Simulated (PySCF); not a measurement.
Match the calculated data to a structure.

All candidates are C5H11NOSi2.

* Dipole: 3.42 D [CAM-B3LYP/def2-SVPD]
* UV, first state: lowest singlet excitation: 7.08 eV (175 nm, f = 0.003) [TDDFT CAM-B3LYP/def2-SVPD]
* XPS: Si2p3/2 107.3, Si2p3/2 107.5, C1s 290.5, C1s 290.8, C1s 290.9, C1s 291.6, C1s 291.9, N1s 404.5, O1s 537.8, Si1s 1847.2, Si1s 1847.4 eV [ΔSCF SCAN, pcX-2 on the ionised atom, pcseg-1 elsewhere, spin-free X2C, 2p3/2 from a spin–orbit splitting computed afterwards within the 2p shell]
* Triplet: lowest triplet excitation (Tamm–Dancoff): 6.17 eV [TDA CAM-B3LYP/def2-SVPD]
* Rotational structure: rotational constants A, B, C: 1.480, 0.993, 0.638 GHz [PBE0-D3(BJ)/def2-SVP]
* 13C NMR: chemical shifts (computed TMS as zero) by class: 125.6 (1 C), 14.7 (1 C), 12.5 (1 C), 10.1 (1 C), 6.1 (1 C) ppm [GIAO PBE0/pcSseg-1]

Electronic properties: PySCF, gas phase, density fitting. Levels stand in brackets. Isolated species at its PBE0-D3(BJ)/def2-SVP geometry (one conformer only). NMR values are class means; diastereotopic atoms form classes of their own.

Question: Which candidate is it?
A. `Cc1ccoc1[SiH2]N[SiH3]`
B. `C#C[Si@@H]1CC[Si@H](NC)O1`
C. `C[SiH2]N[SiH2]c1ccco1`
D. `CC[Si@@H]1O[SiH2]C[C@H]1C#N`

Answer: D. It is `CC[Si@@H]1O[SiH2]C[C@H]1C#N`. Numbering: `[CH3:1][CH2:2][Si@@H:3]1[O:4][SiH2:5][CH2:6][C@H:7]1[C:8]#[N:9]`. Its formula, C5H11NOSi2, gives 3 degrees of unsaturation: 1 ring and 2 π bonds in the structure found. 5 carbons fall into 5 classes; from least to most shielded: nitrile carbon [C8] (125.6 ppm), ring sp3 carbon bound to silicon [C6] (14.7 ppm), ring sp3 carbon bound to silicon [C7] (12.5 ppm), chain sp3 carbon bound to silicon [C2] (10.1 ppm), methyl carbon [C1] (6.1 ppm). The core levels belong to: Si2p3/2 107.3 eV, oxygen-bound silicon [Si3]; Si2p3/2 107.5 eV, oxygen-bound silicon [Si5]; C1s 290.5 eV, sp3 carbon bound to silicon [C2]; C1s 290.8 eV, sp3 carbon bound to silicon [C6]; C1s 290.9 eV, methyl carbon [C1]; C1s 291.6 eV, sp3 carbon bound to silicon [C7]; C1s 291.9 eV, nitrile carbon [C8]; N1s 404.5 eV, nitrile nitrogen [N9]; O1s 537.8 eV, siloxane oxygen [O4]; Si1s 1847.2 eV, oxygen-bound silicon [Si3]; Si1s 1847.4 eV, oxygen-bound silicon [Si5]. The optimised geometry has point group C1 and is an asymmetric top.

The others, at the same levels:
- `Cc1ccoc1[SiH2]N[SiH3]` fails: its computed 13C shifts are 152.9 (1 C), 150.4 (1 C), 143.3 (1 C), 118.3 (1 C), 12.7 (1 C) ppm, core binding energies are Si2p3/2 106.7, Si2p3/2 106.8, C1s 290.2, C1s 290.4, C1s 290.7, C1s 290.9, C1s 291.4, N1s 404.0, O1s 539.5, Si1s 1846.6, Si1s 1846.7 eV and lowest singlet excitation is 5.69 eV (218 nm, f = 0.251) (against 7.08 eV).
- `C#C[Si@@H]1CC[Si@H](NC)O1` fails: its computed 13C shifts are 102.4 (1 C), 89.6 (1 C), 27.6 (1 C), 10.0 (1 C), 9.3 (1 C) ppm, lowest singlet excitation is 5.82 eV (213 nm, f = 0.001) (against 7.08 eV) and lowest triplet excitation (Tamm–Dancoff) is 4.87 eV (against 6.17 eV).
- `C[SiH2]N[SiH2]c1ccco1` fails: its computed 13C shifts are 152.6 (1 C), 150.9 (1 C), 127.1 (1 C), 116.9 (1 C), -4.0 (1 C) ppm, core binding energies are Si2p3/2 106.6, Si2p3/2 106.8, C1s 290.2, C1s 290.3, C1s 290.5, C1s 291.0, C1s 291.6, N1s 403.8, O1s 539.9, Si1s 1846.5, Si1s 1846.7 eV and lowest singlet excitation is 5.93 eV (209 nm, f = 0.323) (against 7.08 eV).

Each candidate is one conformer, not necessarily the lowest. The conformers computed, where there is a choice (atom-mapped SMILES and torsion angles):
- `[CH3:1][c:2]1[cH:3][cH:4][o:5][c:6]1[SiH2:7][NH:8][SiH3:9]`: O5–C6–Si7–N8 49°, C6–Si7–N8–Si9 18°
- `[CH3:1][SiH2:2][NH:3][SiH2:4][c:5]1[cH:6][cH:7][cH:8][o:9]1`: C1–Si2–N3–Si4 173°, Si2–N3–Si4–C5 176°, N3–Si4–C5–C6 -175°

The conformers of `CC[Si@@H]1O[SiH2]C[C@H]1C#N` and `C#C[Si@@H]1CC[Si@H](NC)O1` aren't listed.
